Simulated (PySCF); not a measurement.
## How the method moves the HOMO and LUMO of tetramethylborate

Compound: tetramethylborate, C4H12B (charge -1).
Structure used (PBE0-D3(BJ)/def2-SVP), in Å, numbered top down from 1:
```xyz
17
C4H12B angstrom
C     -0.257   -1.080   -1.223
B     -0.001    0.001   -0.001
C      0.088    1.527   -0.626
C     -1.249   -0.079    1.077
C      1.414   -0.362    0.767
H     -1.207   -0.888   -1.764
H     -0.311   -2.126   -0.857
H      0.549   -1.055   -1.985
H      0.253    2.295    0.158
H     -0.838    1.819   -1.162
H      0.919    1.637   -1.353
H     -2.227    0.158    0.609
H     -1.354   -1.088    1.528
H     -1.125    0.631    1.920
H      1.401   -1.375    1.221
H      2.286   -0.338    0.081
H      1.643    0.347    1.589
```

Basis pcSseg-1 throughout (PySCF), one geometry. Geometry: PBE0-D3(BJ)/def2-SVP; no solvent, vibrations or thermal averaging.

Q: How do the orbital energies and the gap change with the method?

A: 
```
   method                    kind  HOMO (eV)  LUMO (eV)  gap (eV)  SCF cycles
    B97-2           global hybrid      -1.90       5.69      7.59          12
     PBE0           global hybrid      -2.16       5.64      7.80          12
BHandHLYP           global hybrid      -3.39       6.29      9.69          10
CAM-B3LYP  range-separated hybrid      -3.54       6.46     10.00          10
  wB97X-D  range-separated hybrid      -4.03       7.37     11.40          11
  LC-wPBE  range-separated hybrid      -4.85       7.79     12.64          11
```

The HOMO spans 2.95 eV, from B97-2 down to LC-wPBE, and the gap runs from 7.59 eV (B97-2) to 12.64 eV (LC-wPBE). Over the methods B97-2 (21 %), PBE0 (25 %), BHandHLYP (50 %), a straight line through the gap against the share of exact exchange rises by 0.73 eV for each 10 % (correlation coefficient 0.999).
